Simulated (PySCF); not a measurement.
Identify the unknown among the candidates.

All candidates are C8H11FS.

| technique | computed result |
| --- | --- |
| Rotational structure | rotational constants A, B, C: 1.685, 0.608, 0.593 GHz [GFN2-xTB] |
| 1H NMR | chemical shifts (computed TMS as zero) by class: 5.94 (1 H), 2.59 (1 H), 2.11 (3 H), 1.99 (3 H), 1.44 (3 H) ppm [GIAO PBE0/pcSseg-1] |
| Dipole | 1.42 D [PBE0/pcSseg-1] |
| NMR, other nuclei | isotropic shieldings of nuclei other than C and H, by class: 303 (1 F), 525 (1 S) ppm [GIAO PBE0/pcSseg-1] |
| 13C NMR | chemical shifts (computed TMS as zero) by class: 147.6 (1 C), 135.6 (1 C), 86.3 (1 C), 84.4 (1 C), 32.6 (1 C), 23.3 (1 C), 19.0 (1 C), 4.8 (1 C) ppm [GIAO PBE0/pcSseg-1] |

Gas-phase values; electronic properties from PySCF, density fitting. Levels stand in brackets. Geometry: GFN2-xTB, one conformer, isolated molecule. GFN2-xTB frequencies show an imaginary mode (21i cm⁻¹), so this geometry is no minimum at that level. NMR values are class means; diastereotopic atoms form classes of their own.

**Question.** Which candidate is it?
A. `CC(=S)C1=C(F)CCCC1`
B. `CC#C[C@@H](C)/C(=C\F)SC`
C. `CCCc1c(C)csc1F`

**Answer.** B. It is `CC#C[C@@H](C)/C(=C\F)SC`. Numbering: `[CH3:1][C:2]#[C:3][C@@H:4]([CH3:5])/[C:6](=[CH:7]\[F:8])[S:9][CH3:10]`. Its formula, C8H11FS, gives 3 degrees of unsaturation: 0 rings and 3 π bonds in the structure found. 8 carbons fall into 8 classes; from least to most shielded: vinylic C–F carbon [C7] (147.6 ppm), fully substituted alkene carbon [C6] (135.6 ppm), alkyne carbon [C3] (86.3 ppm), alkyne carbon [C2] (84.4 ppm), allylic carbon [C4] (32.6 ppm), methyl carbon [C5] (23.3 ppm), S-methyl carbon [C10] (19.0 ppm), propargylic carbon [C1] (4.8 ppm). Hydrogen classes from least to most shielded: 1 H on a vinylic C–F carbon, C7 (5.94 ppm), 1 H on an allylic carbon, C4 (2.59 ppm), 3 H on an S-methyl carbon, C10 (2.11 ppm), 3 H on a propargylic carbon, C1 (1.99 ppm), 3 H on a methyl carbon, C5 (1.44 ppm, a mean of values up to 0.7 ppm apart in this geometry). The other shieldings belong to: 303 ppm, vinyl fluorine [F8]; 525 ppm, sulfide sulfur [S9]. The optimised geometry has point group C1 and is an asymmetric top.

The others, at the same levels:
- `CCCc1c(C)csc1F` fails: its computed 13C shifts are 173.6 (1 C), 138.4 (1 C), 127.0 (1 C), 114.2 (1 C), 30.9 (1 C), 29.7 (1 C), 18.1 (1 C), 17.3 (1 C) ppm, 1H shifts are 6.12 (1 H), 2.49 (2 H), 2.31 (3 H), 1.46 (2 H), 1.13 (3 H) ppm and dipole moment is 2.03 D (against 1.42 D).
- `CC(=S)C1=C(F)CCCC1` fails: its computed 13C shifts are 250.4 (1 C), 178.8 (1 C), 128.1 (1 C), 45.3 (1 C), 34.5 (1 C), 32.4 (1 C), 26.6 (1 C), 26.4 (1 C) ppm, 1H shifts are 3.41 (3 H), 2.72 (2 H), 2.61 (2 H), 1.73 (2 H), 1.56 (2 H) ppm and dipole moment is 3.80 D (against 1.42 D).

Each candidate is one conformer, not necessarily the lowest. Dipoles, sizes and rotational constants follow the conformer. The torsions of the flexible species, by atom-mapped SMILES:
- `[CH3:1][C:2]#[C:3][C@@H:4]([CH3:5])/[C:6](=[CH:7]\[F:8])[S:9][CH3:10]`: C3–C4–C6–C7 -54°, C4–C6–S9–C10 179°
- `[CH3:1][CH2:2][CH2:3][c:4]1[c:5]([CH3:6])[cH:7][s:8][c:9]1[F:10]`: C1–C2–C3–C4 180°, C2–C3–C4–C5 -89°

The conformers of `CC(=S)C1=C(F)CCCC1` aren't listed.
